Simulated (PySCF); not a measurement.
Electronic structure of P (phosphorus, neutral) at the UHF level

Configuration: [Ne] 3s1 3p3 4s1, high-spin 6S determinant (an excited configuration). All numbers are calculated (PySCF 2.14, scalar relativity by spin-free X2C-1e, in aug-cc-pVQZ-DK (7s6p4d3f2g, 84 functions)).

```json
{
  "Total energy": "-341.142929 hartree",
  "One-electron energy": "-469.1960 hartree",
  "Hartree (Coulomb) energy": "150.7487 hartree",
  "Exchange energy": "-22.6957 hartree",
  "⟨S²⟩": "8.7500",
  "⟨L²⟩": "0.000",
  "Sum of ⟨r⟩": "17.70 bohr",
  "Sum of ⟨r²⟩": "54.25 bohr²",
  "Langevin diamagnetic susceptibility": "-43.0 ×10⁻⁶ cm³/mol"
}
```

```json
{"shell": "1s α", "electrons": "1", "mean orbital energy (hartree)": "-80.43925", "rms radius, mean of both spins (bohr)": "0.120"}
{"shell": "1s β", "electrons": "1", "mean orbital energy (hartree)": "-80.39562", "rms radius, mean of both spins (bohr)": "0.120"}
{"shell": "2s α", "electrons": "1", "mean orbital energy (hartree)": "-7.80043", "rms radius, mean of both spins (bohr)": "0.561"}
{"shell": "2s β", "electrons": "1", "mean orbital energy (hartree)": "-7.73372", "rms radius, mean of both spins (bohr)": "0.561"}
{"shell": "2p α", "electrons": "3", "mean orbital energy (hartree)": "-5.66104", "rms radius, mean of both spins (bohr)": "0.539"}
{"shell": "2p β", "electrons": "3", "mean orbital energy (hartree)": "-5.59599", "rms radius, mean of both spins (bohr)": "0.539"}
{"shell": "3s α", "electrons": "1", "mean orbital energy (hartree)": "-1.07150", "rms radius, mean of both spins (bohr)": "1.94"}
{"shell": "3p α", "electrons": "3", "mean orbital energy (hartree)": "-0.58623", "rms radius, mean of both spins (bohr)": "2.28"}
{"shell": "4s α", "electrons": "1", "mean orbital energy (hartree)": "-0.11961", "rms radius, mean of both spins (bohr)": "5.70"}
```

The outer electron is Rydberg-like, and this basis confines it to a smaller radius and binds it less than a complete one would.

Densities and radii are taken from the X2C orbitals without a picture-change correction, which distorts them close to the nucleus.

Spin-orbit constants ζ (cm⁻¹) from the X2C one-electron operator on these orbitals: bare nucleus, nucleus screened by l(l+1)(2l+1)/3 electrons, and screened by the Breit-Pauli mean field of the electrons.

```tsv
shell	bare	screened nucleus	mean field
2p	5461	4733	4404
3p	366.1	317.3	291.4
```
